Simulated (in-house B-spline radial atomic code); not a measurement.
Values are calculated unless marked as measured or tabulated.
# C6 from the polarisability at imaginary frequency: Ba

LC-wPBE linear response of the closed shell [Xe] 6s2, from an all-electron radial atomic-structure program (B-spline basis); scalar-relativistic (spin-free one-electron X2C), finite nucleus, no spin-orbit coupling; shells from n = 4 respond.

The dispersion coefficient of two like species is C6 = (3/π) ∫ α(iu)² du from 0 to ∞.

```csv
u (hartree),α(iu) (bohr³)
0,312.7
0.03,278.4
0.07,188.6
0.12,109.8
0.2,55.54
0.3,31.58
0.45,18.59
0.7,10.77
1,6.835
1.5,3.919
2.5,1.868
5,0.6563
```

Problem. Fit one oscillator, α(iu) = α(0)/(1 + u²/ω²), through u = 0.12 and estimate C6.

Solution. From α(0)/α(iu) − 1 = 312.7/109.8 − 1 = 1.8479, ω = u/√1.8479 = 0.0883 hartree (2.4 eV). London's formula gives C6 = (3/4) α(0)² ω = 0.75 × 312.7² × 0.0883 = 6474 hartree·bohr⁶, and the oscillator holds f = α(0) ω² = 2.44 electrons, of a sum of oscillator strengths of 30.1.

Problem. How does that compare with the full integral?

Solution. The program's quadrature over all excitations gives C6 = 6563, so the single oscillator is off by -1.4 %. At the last point the fit gives α = 0.0974 against 0.656: higher excitations, and deeper shells where there are any, keep the true curve higher at large u.
